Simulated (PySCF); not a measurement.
C4H9F, SMILES CCCCF. Coordinates come from a PBE-D3(BJ)/def2-SVP optimisation. The values are those of a single conformer.

Level of theory: PySCF 2.14.0 with PBE-D3(BJ)/def2-SVP.

Harmonic wavenumbers (cm⁻¹): 95, 139, 242, 256, 334, 507, 731, 818, 833, 942, 950, 1040, 1080, 1107, 1133, 1207, 1227, 1272, 1278, 1347, 1357, 1373, 1397, 1419, 1421, 1433, 1438, 2940, 2957, 2963, 2965, 2995, 3005, 3022, 3049, 3059. Rotational constants (GHz): 12.34, 2.330, 2.143; symmetry number 1.

Q: Work out the zero-point energy and the ideal-gas rigid-rotor harmonic-oscillator thermochemistry at 298.15 K and 1 atm.

A: ZPE = ½ Σ hcν = ½ × 53330 cm⁻¹ = 76.24 kcal/mol. H − E(el) = 80.83 kcal/mol. Entropy in cal/(mol K): translation 38.90, rotation 26.06, vibration 13.14, total 78.11. G − E(el) = 57.54 kcal/mol. Cp = 23.78 cal/(mol K). Modes under 150 cm⁻¹ make the vibrational entropy uncertain.
